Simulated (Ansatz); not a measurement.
Mulliken charges of F2H3SbSi (`[F][Sb]([F])[SiH3]`) from B3LYP/def2-TZVPP in Ansatz (PBE0-D4/def2-TZVP geometry).

| atom | x (Å) | y (Å) | z (Å) | charge (e) |
| --- | --- | --- | --- | --- |
| F1 | 0.008 | -1.586 | 1.844 | -0.466 |
| Sb2 | 1.037 | -0.046 | 1.369 | 0.959 |
| F3 | 2.228 | -0.981 | 0.201 | -0.466 |
| Si4 | -0.581 | 0.550 | -0.597 | 0.099 |
| H5 | 0.052 | 1.596 | -1.445 | -0.048 |
| H6 | -1.851 | 1.082 | -0.035 | -0.048 |
| H7 | -0.831 | -0.682 | -1.383 | -0.030 |

Q: By hand: the dipole of these point charges (1 e Å = 4.8032 D).

A: Σ q r = (0.006, 1.098, 0.413) e Å, of length 1.173 e Å = 5.63 D.

Q: How does the dipole of the full density compare? (Best estimate.)

A: The calculation gave: (-0.103, 0.655, 0.102) e Å, 3.22 D; the point charges give 1.75 times that, at 15° from its direction.

Point charges leave out the atoms' own dipoles, such as those of lone pairs, and Mulliken's split depends on the basis, so the two needn't agree.

B3LYP here is the variant with VWN-RPA as its local correlation; programs differ in this.
